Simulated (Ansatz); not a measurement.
Single points on GeMe3(OiPr) (C₆H₁₆GeO).

```yaml
crystal:
  periodic: [false, false, false]
  atoms:
    - {symbol: Ge, position_ang: [0.956474, 0.771625, -0.046306]}
    - {symbol: C, position_ang: [1.050393, 0.813458, 1.918759]}
    - {symbol: H, position_ang: [0.043162, 0.915089, 2.368710]}
    - {symbol: H, position_ang: [1.663107, 1.678143, 2.245313]}
    - {symbol: H, position_ang: [1.519523, -0.112992, 2.304923]}
    - {symbol: C, position_ang: [2.715406, 0.561191, -0.877825]}
    - {symbol: H, position_ang: [3.330821, 1.471773, -0.733715]}
    - {symbol: H, position_ang: [2.596487, 0.382246, -1.964750]}
    - {symbol: H, position_ang: [3.247678, -0.303992, -0.436919]}
    - {symbol: C, position_ang: [0.029125, 2.352121, -0.766431]}
    - {symbol: H, position_ang: [-0.238806, 2.176583, -1.827512]}
    - {symbol: H, position_ang: [0.689575, 3.241589, -0.712887]}
    - {symbol: H, position_ang: [-0.898607, 2.569960, -0.202147]}
    - {symbol: O, position_ang: [0.091506, -0.742108, -0.565549]}
    - {symbol: C, position_ang: [-1.007686, -1.294745, 0.146601]}
    - {symbol: C, position_ang: [-1.198100, -2.722619, -0.364370]}
    - {symbol: C, position_ang: [-2.278182, -0.453391, -0.019813]}
    - {symbol: H, position_ang: [-0.771942, -1.348659, 1.241013]}
    - {symbol: H, position_ang: [-1.434186, -2.707235, -1.448695]}
    - {symbol: H, position_ang: [-2.021993, -3.238684, 0.169510]}
    - {symbol: H, position_ang: [-0.266180, -3.305784, -0.227771]}
    - {symbol: H, position_ang: [-2.149810, 0.563947, 0.403730]}
    - {symbol: H, position_ang: [-2.524325, -0.345165, -1.096780]}
    - {symbol: H, position_ang: [-3.143461, -0.922330, 0.492911]}
basis:
  gaussian: {orbitals: def2-TZVP, initial_orbitals: start.molden}
magnetization: {spin_polarized: true, initial_magnetization: 2}
hamiltonian: {xc: r2scan, dispersion: d4}
scf: {omitted_lower_state_checks: [starts]}
output: {orbitals: {seedname: orbitals}}
```

The file start.molden holds the orbitals of an earlier run on this structure, at another level or in another basis.

```sh
$ ansatz run in.yaml --threads 2 --pin off --events-out ev --progress --plain --max-ram 31744MiB --backend cuda --devices 0, --max-vram 18GiB
```

Output, abridged:

```
Functional definition: r2SCAN
2293 factors; their error is unknown
mean field evaluation 1: about -65041.3395 eV, gradient 5.8e0 eV
mean field evaluation 2: about -65041.4438 eV, gradient 2.0e-1 eV
mean field evaluation 4: about -65041.3836 eV, gradient 2.9e-2 eV
mean field evaluation 8: about -65041.3837 eV, gradient 2.6e-5 eV
mean field evaluation 16: about -65041.3837 eV, gradient 5.3e-6 eV
mean field -65041.38367978 eV, -2390.2267635985 hartree, gradient 5.3e-6 eV, S^2 2.006594; 0 other end points of the search recorded, 0 dependent functions left out
reference -65041.38370288 eV, -2390.2267644477 hartree; 47, 45 occupied and 314, 316 virtual orbitals, 2293 factors
Total energy: -65041.54536080 eV, -2390.2327052666 hartree
Checks for a lower state left out: starts
```

It took 5.5 s on 2 threads of AMD EPYC 7R13 on a shared host and a share (18 GiB) of an NVIDIA H100 80GB HBM3, peak host memory 1.1 GiB.

As the first input, with `gaussian: {orbitals: def2-TZVP}`, `hamiltonian: {xc: pbe0, dispersion: d4}` (abridged; 7.5 s):

```
Functional definition: PBE0
mean field evaluation 16: about -65029.0902 eV, gradient 2.7e-2 eV
mean field evaluation 32: about -65029.0902 eV, gradient 8.1e-5 eV
mean field -65029.09019161 eV, -2389.7749862410 hartree, gradient 8.1e-6 eV, S^2 2.006767
Total energy: -65029.57972921 eV, -2389.7929764161 hartree
Checks for a lower state left out: starts
```

The first input with `hamiltonian: {xc: pbe, dispersion: d4}` (abridged; 4.1 s):

```
Functional definition: PBE
mean field -65026.93223280 eV, -2389.6956827177 hartree, gradient 1.3e-5 eV, S^2 2.002538
Total energy: -65027.49990600 eV, -2389.7165443230 hartree
Checks for a lower state left out: starts
```

Geometry: PBE-D4/def2-SVP, that of the neutral singlet.

At PBE0-D4/def2-TZVP a singlet of charge 0 lies 6.70 eV below the triplet at the same geometry.
